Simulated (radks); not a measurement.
All-electron atom: neutral chromium in [Ar] 3d5 4s1. Method: Dirac Kohn-Sham, PBEsol, spin-unpolarised, spherical densities, finite nucleus; open shells fill j = l - 1/2 first; Fermi nuclear charge, rms radius 3.6452 fm; computed with a radial shooting solver on a logarithmic mesh with Libxc functionals.

Unscreened Slater integrals over Kohn-Sham orbitals (hartree). Large and small components are both included.

F0(3d5/2,3d5/2): 0.63703
F2(3d5/2,3d5/2): 0.27532
F4(3d5/2,3d5/2): 0.16801
F0(3d5/2,3d3/2): 0.63923
F2(3d5/2,3d3/2): 0.27641
G2(3d5/2,3d3/2): 0.27627
G4(3d5/2,3d3/2): 0.16862
F0(3d5/2,4s1/2): 0.33062
G2(3d5/2,4s1/2): 0.056439
F0(3d5/2,3p3/2): 0.75696
F2(3d5/2,3p3/2): 0.33851
G1(3d5/2,3p3/2): 0.41878
G3(3d5/2,3p3/2): 0.24934
F0(3d3/2,3d3/2): 0.64144
F2(3d3/2,3d3/2): 0.27751
F0(3d3/2,4s1/2): 0.33100
G2(3d3/2,4s1/2): 0.055849
F0(3d3/2,3p3/2): 0.76001
F2(3d3/2,3p3/2): 0.34034
G1(3d3/2,3p3/2): 0.42108
G3(3d3/2,3p3/2): 0.25075
F0(4s1/2,4s1/2): 0.26502
F0(4s1/2,3p3/2): 0.34706
G1(4s1/2,3p3/2): 0.017496
F0(3p3/2,3p3/2): 0.93324
F2(3p3/2,3p3/2): 0.46535
